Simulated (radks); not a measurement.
Results of a calculation; reference values are marked as such.
Ionisation of the rhenium ion Re+, [Xe] 4f14 5d5 6s1, to [Xe] 4f14 5d5 as the strength of local exchange is varied. Code: a radial shooting solver on a logarithmic mesh with Libxc functionals. Model: Dirac Kohn-Sham, Slater X-alpha exchange (alpha = 2/3 is LDA exchange), no correlation, spin-unpolarised, spherical densities, point nucleus; open shells fill j = l - 1/2 first.

alpha  E(Re+) (hartree)  exchange (hartree)  IE (eV)  -e of the level emptied (eV)  <r> of it (bohr)
0.558       -16648.8275           -262.9318   14.673                11.053 (6s1/2)             2.960
0.667       -16700.2739           -315.3345   15.483                11.827 (6s1/2)             2.897
0.692       -16712.0975           -327.4012   15.672                12.008 (6s1/2)             2.883
0.809       -16767.5508           -384.1100   16.571                12.877 (6s1/2)             2.818
0.947       -16833.2086           -451.4974   17.662                13.940 (6s1/2)             2.744

NIST Atomic Spectra Database: 16.6 +/- 0.5 eV (semi-empirical). The Delta-SCF value meets it near alpha = 0.81. Spin polarisation and multiplet splitting are left out, so open shells lie too high by an amount that depends on their filling.

Beside tabulated values, note that spin-unpolarised runs miss the spin-polarisation part of the exchange energy of open shells.
